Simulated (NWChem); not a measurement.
bromine monochloride (BrCl); SMILES ClBr

Computed with NWChem. Medium grid unless said otherwise, to which SCAN and Minnesota functionals are sensitive. Coordinates come from a PBE0/def2-SVP optimisation. Total energies of different functionals are on different scales.

```json
[
 {"level": "B3LYP/def2-SVP", "energy (Ha)": "-3033.9115", "highest occupied level (eV)": "-7.91", "orbital gap (eV)": "4.33", "dipole (D)": "0.51"},
 {"level": "PBE/def2-SVP", "energy (Ha)": "-3033.2977", "highest occupied level (eV)": "-6.82", "orbital gap (eV)": "2.47", "dipole (D)": "0.50"},
 {"level": "BHandHLYP/def2-SVP", "energy (Ha)": "-3033.8574", "highest occupied level (eV)": "___", "orbital gap (eV)": "___", "dipole (D)": "0.56"},
 {"level": "M06/def2-SVP", "energy (Ha)": "-3033.7619", "highest occupied level (eV)": "-8.24", "orbital gap (eV)": "4.98", "dipole (D)": "0.68"},
 {"level": "LDA (Slater exchange, VWN5)/def2-SVP", "energy (Ha)": "-3028.8370", "highest occupied level (eV)": "-6.91", "orbital gap (eV)": "2.36", "dipole (D)": "0.46"},
 {"level": "r2SCAN0/def2-SVP", "energy (Ha)": "-3033.8229", "highest occupied level (eV)": "-8.54", "orbital gap (eV)": "5.05", "dipole (D)": "0.56"},
 {"level": "M06-L/def2-SVP", "energy (Ha)": "-3033.7801", "highest occupied level (eV)": "-7.26", "orbital gap (eV)": "3.00", "dipole (D)": "0.80"},
 {"level": "MPW1K/def2-SVP", "energy (Ha)": "-3034.0597", "highest occupied level (eV)": "-9.35", "orbital gap (eV)": "6.53", "dipole (D)": "0.58"},
 {"level": "TPSS/def2-SVP", "energy (Ha)": "-3033.8048", "highest occupied level (eV)": "-7.03", "orbital gap (eV)": "2.66", "dipole (D)": "0.53"},
 {"level": "r2SCAN/def2-SVP", "energy (Ha)": "-3033.8316", "highest occupied level (eV)": "-7.26", "orbital gap (eV)": "2.83", "dipole (D)": "0.54"}
]
```

### Question
What belongs in the gaps?

### Answer

- BHandHLYP/def2-SVP, highest occupied level (eV): -9.46
- BHandHLYP/def2-SVP, orbital gap (eV): 7.19
